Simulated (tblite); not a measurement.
Species: C6H8O2SSi.
Atom-mapped SMILES: `[O:1]=[C:2]([CH2:3][SiH2:4][OH:5])[c:6]1[cH:7][cH:8][cH:9][s:10]1` (hydrogens: H11, H12 on C3; H13, H14 on Si4; H15 on O5; H16 on C7; H17 on C8; H18 on C9)

A start from a force field or distance geometry was refined with GFN2-xTB geometry optimisation, gas phase (tblite). Values at the start:

| coordinate | start |
| --- | --- |
| O1=C2 | 1.218 Å |
| C2–C3 | 1.519 Å |
| C2–C6 | 1.472 Å |
| C3–Si4 | 1.876 Å |
| C3–H11 | 1.091 Å |
| Si4–O5 | 1.659 Å |
| Si4–H13 | 1.469 Å |
| O5–H15 | 0.968 Å |
| C6–C7 | 1.378 Å |
| C6–S10 | 1.717 Å |
| C7–C8 | 1.432 Å |
| C7–H16 | 1.083 Å |
| C8–C9 | 1.371 Å |
| C8–H17 | 1.086 Å |
| C9–S10 | 1.706 Å |
| C9–H18 | 1.078 Å |
| O1–C2–C6 | 120.4° |
| C2–C3–Si4 | 114.9° |
| C2–C6–C7 | 126.3° |
| C3–C2–C6 | 117.9° |
| C3–Si4–O5 | 112.9° |
| C6–C7–C8 | 112.7° |
| C6–S10–C9 | 92.9° |
| C8–C9–S10 | 111.6° |

Problem. How do these coordinates change at the GFN2-xTB level?

Solution. 
```tsv
coordinate	GFN2-xTB (Å or °)	change
C3–Si4	1.933	+0.057
Si4–O5	1.612	-0.047
C2–C3	1.477	-0.042
C7–C8	1.404	-0.028
C6–S10	1.736	+0.019
C2–C6	1.459	-0.013
C8–H17	1.075	-0.011
O1=C2	1.227	+0.009
C8–C9	1.362	-0.009
C7–H16	1.075	-0.008
Si4–H13	1.462	-0.007
C9–H18	1.072	-0.006
C9–S10	1.712	+0.006
C6–C7	1.373	-0.005
C3–H11	1.088	-0.003
O5–H15	0.967	-0.001
C2–C3–Si4	105.6	-9.3
C3–Si4–O5	106.8	-6.1
C6–S10–C9	91.2	-1.7
C8–C9–S10	112.5	+0.9
C2–C6–C7	125.8	-0.5
C6–C7–C8	113.2	+0.5
C3–C2–C6	118.3	+0.4
O1–C2–C6	120.0	-0.4
```

The energy falls by 0.283 eV over 154 L-BFGS steps, the largest force on an atom goes from 1.55 to 0.010 eV/Å, and the atoms move by 0.929 Å rms after alignment. The bond that changes most is C3–Si4 (sp3 carbon bound to silicon to oxygen-bound silicon), which lengthens by 0.057 Å. Bonds longer at the end by more than 0.005 Å: 4 of 18; shorter: 11. Among the dihedrals that turn most is C6–C2–C3–H11, from -66° to -137°. Rotational constants go from 2814, 478.0, 419.9 to 2172, 590.0, 514.1 MHz.

Time: 1.5 s. Hardware: Arm Neoverse V1, one thread, shared host with 32 logical CPUs at a one-minute load of 21.

Its GFN2-xTB frequencies are all real (lowest 35 cm⁻¹). The numbers are those of one conformer.

The numbers are calculated, not measured.
